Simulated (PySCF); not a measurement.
A side-by-side comparison of computed properties.

First species: C6H18Si4.
Numbering: `[CH2:1]=[CH:2][CH2:3][SiH2:4][Si:5]([SiH3:6])([SiH3:7])[CH:8]1[CH2:9][CH2:10]1` (hydrogens: H11, H12 on C1; H13 on C2; H14, H15 on C3; H16, H17 on Si4; H18, H19, H20 on Si6; H21, H22, H23 on Si7; H24 on C8; H25, H26 on C9; H27, H28 on C10)

Second species: C₆H₁₈Si₄.
SMILES: `CC(C)[Si@H]1[SiH2][Si@@H](C2CC2)[SiH2]1`

Levels: PBE/pcSseg-1 for dipole moment, HOMO energy, LUMO energy and HOMO–LUMO gap; PBE0-D3(BJ)/def2-SVP for rotational constant A and rotational constant C. Geometries: PBE0-D3(BJ)/def2-SVP. All species are isolated and taken at one optimised geometry, non-relativistic unless stated; the electronic structure was computed with PySCF and density fitting.

Dipoles, sizes and rotational constants follow the conformer. The torsions of the flexible species, by atom-mapped SMILES:
- `[CH2:1]=[CH:2][CH2:3][SiH2:4][Si:5]([SiH3:6])([SiH3:7])[CH:8]1[CH2:9][CH2:10]1`: C1–C2–C3–Si4 -106°, C2–C3–Si4–Si5 58°, C3–Si4–Si5–Si6 54°, Si4–Si5–C8–C9 162°
- `[CH3:1][CH:2]([CH3:3])[Si@H:4]1[SiH2:5][Si@@H:6]([CH:7]2[CH2:8][CH2:9]2)[SiH2:10]1`: C1–C2–Si4–Si5 -57°, Si5–Si6–C7–C8 145°

| property | column X | column Y |
| --- | --- | --- |
| dipole moment | 0.86 D | 1.48 D |
| HOMO energy | -6.10 eV | -6.07 eV |
| LUMO energy | -1.21 eV | -1.91 eV |
| HOMO–LUMO gap | 4.89 eV | 4.16 eV |
| rotational constant A | 0.878 GHz | 1.023 GHz |
| rotational constant C | 0.463 GHz | 0.439 GHz |

(1) Which column belongs to which species?

(2) How does each property change from the first species to the second?

Answers

(1) Column X is the first species and column Y the second. The first has 28 atoms and 110 electrons, the second 28 and 110.

(2) dipole moment +0.62 D; HOMO energy +0.03 eV; LUMO energy -0.70 eV; HOMO–LUMO gap -0.73 eV; rotational constant A +0.145 GHz; rotational constant C -0.024 GHz.

On the first: A dipole of 0.86 D is allowed in C1, and pure rotational transitions are dipole-allowed. In atomic units the dipole is 0.34 e·bohr (1 au = 2.5417 D).

On the second: In atomic units the dipole is 0.58 e·bohr (1 au = 2.5417 D).
